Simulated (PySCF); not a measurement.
C4H4ClF, SMILES F[C@H]1C=C(Cl)C1. Heavy atoms are numbered as in [F:1][C@H:2]1[CH:3]=[C:4]([Cl:5])[CH2:6]1. Hydrogens are named by the atom that carries them.

The structure is a stationary point at TPSSh-D3(BJ)/def2-SVP. The structure was generated by enumeration; whether it is a known compound was not checked.

The numbers are results of PBE0/pcSseg-1 run with PySCF, not measurements.

GIAO shieldings, no solvent; atoms alike by connectivity are averaged. δ = σ(ref) − σ: ¹⁹F against CFCl3 (σ = 167.2 ppm); ¹³C against TMS (σ = 186.3 ppm); ³⁵Cl against HCl (σ = 945.9 ppm); ¹H against TMS (σ = 31.56 ppm), references at their B3LYP-D3(BJ)/def2-TZVP geometries, non-relativistic (without spin–orbit terms, shifts of atoms bonded to Cl or Br come out too high).

Computed chemical shifts:
```csv
nucleus,atoms,count,δ (ppm)
¹⁹F,F1,1,-198.0
¹³C,C4,1,154.9
¹³C,C3 (CH),1,144.0
¹³C,C2 (CH),1,87.2
¹³C,C6 (CH2),1,51.3
³⁵Cl,Cl5,1,256.7
¹H,H on C3,1,6.53
¹H,H on C2,1,5.51
¹H,H on C6,2,3.23
```
